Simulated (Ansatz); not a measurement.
Cost and result up the ladder for BCl2(SiH3) (SiBH₃Cl₂) (7 atoms). Total charge 0; singlet. Geometry: PBE-D4/def2-SVP.

```xyz
7

B    -0.579    0.830    0.494
Cl   -0.354    1.186    2.202
Cl   -1.652    1.863   -0.443
Si    0.432   -0.691   -0.388
H    -0.316   -1.239   -1.574
H     0.718   -1.802    0.586
H     1.752   -0.147   -0.878
```

Ansatz on 4 threads of Arm Neoverse V1 on a shared host. Times are rough, and most runs start from the orbitals of an earlier one. ωB97X-V/def2-TZVP serves as the yardstick here, not as an exact answer. Differences are given only for rows in sets of like size (and for xTB, whose basis is part of the method), since another set adds its own error. Binding counts from free atoms at the same level (B doublet, Cl doublet, Si triplet, H doublet; other spins of the atoms weren't run), without zero-point energy or a counterpoise term.

B3LYP takes the VWN-RPA correlation. Correlated methods freeze 16 core orbitals.

Correlated methods converge slowly with the basis.

```
                level  functions  binding energy per atom (eV)  difference from ωB97X-V/def2-TZVP (eV)
             HF/6-31G         54                          2.11                                       –
      PBE-D4/def2-SVP         83                          3.29                                       –
     PBE0-D4/def2-SVP         83                          3.26                                       –
    ωB97X-V/def2-TZVP        160                          3.25                                    0.00
       B3LYP-D4/6-31G         54                          2.95                                       –
LDA (SPW92)/def2-TZVP        160                          3.64                                    0.40
     PBE-D4/def2-TZVP        160                          3.27                                    0.02
  revPBE-D4/def2-TZVP        160                          3.20                                   -0.05
   CCSD(T)/def2-TZVPP        199                          3.13                                   -0.12
   PBE0-D4/def2-TZVPD        199                          3.23                                   -0.01
  r2SCAN-D4/def2-TZVP        160                          3.26                                    0.01
   BHLYP-D4/def2-TZVP        160                          3.15                                   -0.09
    PBE-D4/def2-TZVPD        199                          3.26                                    0.02
 r2SCAN-D4/def2-TZVPD        199                          3.26                                    0.01
```

Estimate how long each takes.

HF/6-31G 0.2 s; PBE-D4/def2-SVP 0.6 s; B3LYP-D4/6-31G 0.6 s; PBE0-D4/def2-SVP 0.8 s; LDA (SPW92)/def2-TZVP 0.91 s; revPBE-D4/def2-TZVP 1.1 s; PBE-D4/def2-TZVP 1.3 s; PBE-D4/def2-TZVPD 1.8 s; BHLYP-D4/def2-TZVP 1.8 s; PBE0-D4/def2-TZVPD 2.3 s; r2SCAN-D4/def2-TZVP 2.7 s; r2SCAN-D4/def2-TZVPD 3.6 s; ωB97X-V/def2-TZVP 4.5 s; CCSD(T)/def2-TZVPP 34 s. On shared hardware such times vary by a factor of up to 3.
